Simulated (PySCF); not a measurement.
# Calculated NMR parameters of COCc1cnoc1[SiH3]

| Item | Value |
| --- | --- |
| Formula | C5H9NO2Si |
| SMILES | COCc1cnoc1[SiH3] |
| InChI | InChI=1S/C5H9NO2Si/c1-7-3-4-2-6-8-5(4)9/h2H,3H2,1,9H3 |
| Point group of the computed structure | C1 |
| Degrees of unsaturation | 3 |
| Carbon signals | 5 |
| Proton signals | 4 |

Structure with atom numbers: `[CH3:1][O:2][CH2:3][c:4]1[cH:5][n:6][o:7][c:8]1[SiH3:9]` (H(Xn): hydrogen on atom n).

Calculated, not measured (PySCF 2.14.0 with density-fitted response routines): GFN2-xTB structure, σ from GIAO-PBE0/pcSseg-1. No solvent, relativity neglected, rapidly exchanging positions averaged, single conformer.

Chemical shifts δ = σref − σ; 1H (σref 31.72), 13C (σref 186.93), 29Si (σref 349.16) against TMS; NH3 for 15N (σref 267.73); H2O for 17O (σref 336.08), all at this level.

```tsv
carbon	δC, type	δH (multiplicity)	HMBC from (2–3 bonds)	span of the C tensor (ppm)
C1	60.1, CH3	3.72 (s)	H(C3)	88
C3	70.9, CH2	4.73 (s)	H(C5), H(C1)	75
C4	135.2, C	–	H(C5), H(C3), H(Si9)	157
C5	148.8, CH	8.13 (s)	H(C3)	202
C8	173.0, C	–	H(C5), H(C3), H(Si9)	179
```

Other nuclei:
```
 atoms  nucleus                         environment  δ (ppm)  σ (ppm)
H(Si9)       1H   hydrogen on a silicon bonded to C     4.48    27.24
   Si9     29Si            silicon bonded to C, 3 H    -88.1    437.2
    N6      15N  pyridine-type nitrogen of an azole    443.5   -175.8
    O7      17O                aromatic ring oxygen    428.6    -92.6
    O2      17O                        ether oxygen     25.7    310.4
```

1. Carbon types of the structure: 2 × C, 1 × CH, 1 × CH2, 1 × CH3, leaving 3 H on heteroatoms.
2. δC 173.0: substituted aromatic carbon next to the ring oxygen.
3. δC 148.8: aromatic CH next to a ring nitrogen; the adjacent pyridine-type nitrogen withdraws density from it.
4. δC 135.2: substituted aromatic carbon.
5. δC 70.9: sp3 CH2 bonded to O, on an aromatic ring; the inductive effect lowers its shielding.
6. δC 60.1: methyl carbon bonded to O; pulled downfield by the heteroatom.

Shifts are as computed. Against solution values, carbons near 30 ppm lie about +3 ppm off and those near 130 ppm about +5 ppm. Of 1211 compounds with measured shifts, 218 miss one by over three times the rms of a fit or turn the order of signals round; such compounds aren't used in these exercises. Unscaled 17O shifts of doubly bonded oxygen tend to come out too high, by tens of ppm or more. Experimental scales use liquid or dissolved standards, which lie at an offset from isolated NH3 (liquid NH3: subtract about 20 ppm) and H2O (liquid H2O: subtract about 36 ppm). Unscaled 15N shifts of sp2 nitrogen come out 20 to 40 ppm too high even then. No couplings were computed; multiplicities are counted from neighbouring protons, with m where these are inequivalent, close in shift, in a saturated or five-membered ring or joined by F or P, and br s for small geminal =CH2 splittings.
